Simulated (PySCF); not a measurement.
Calculation: B3LYP-D3(BJ)/def2-TZVP run with PySCF. Gas-phase values, no solvent. B3LYP has the VWN-RPA correlation part, as in Gaussian. 

Reference species (SMILES): `O=c1cc1` (neutral, multiplicity 1).

```
Item              Value
-------------  --------
HOMO–LUMO gap   5.34 eV
LUMO           -1.45 eV
```

Changed species: `C#CC=O`.

Question: Predict the effect on the HOMO–LUMO gap and LUMO.

Answer: the HOMO–LUMO gap goes up by 0.18 eV, to 5.52 eV; the LUMO falls by 0.98 eV, to -2.43 eV.
